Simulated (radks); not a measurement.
Valence configurations of the arsenic ion As+ (all share [Ar]). All-electron calculation, Dirac Kohn-Sham, LDA (Slater exchange, Perdew-Wang correlation), spin-unpolarised, spherical densities, finite nucleus; open shells fill j = l - 1/2 first; Fermi nuclear charge, rms radius 4.0968 fm. Program: a radial shooting solver on a logarithmic mesh with Libxc functionals. Energies are relative to 3d10 4s2 4p2; eigenvalues in eV.

valence           E (eV)  e(3d3/2)  e(3d5/2)  e(4p1/2)  e(4p3/2)  e(4s1/2)
3d10 4s2 4p2       0.000   -50.922   -50.191   -13.682         -   -23.490
3d10 4s1 4p3      10.257   -52.613   -51.880   -14.431   -14.070   -24.431
3d8 4s2 4p4       92.687   -74.012   -73.190   -17.460   -16.971   -28.940
3d9.5 4s2 4p2.5   19.575   -56.497   -55.744   -14.649   -14.270   -24.899
3d8 4s1 4p5       104.74   -75.464   -74.641   -18.090   -17.585   -29.713
3d9 4s2 4p3       41.499   -62.206   -61.430   -15.599   -15.183   -26.275
3d8 4s1.5 4p4.5   98.691   -74.744   -73.922   -17.779   -17.282   -29.331
3d8 4p6           116.94   -76.868   -76.044   -18.691   -18.172         -
3d10 4s1.5 4p2.5   5.102   -51.778   -51.046   -14.063   -13.711   -23.969
3d7.5 4s1.5 4p5   128.30   -80.809   -79.963   -18.684   -18.150   -30.610

NIST lists [Ar] 3d10 4s2 4p2 as the ground configuration; this level of theory agrees among the configurations tried. The energies are those of spherical spin-averaged densities, not of single terms.
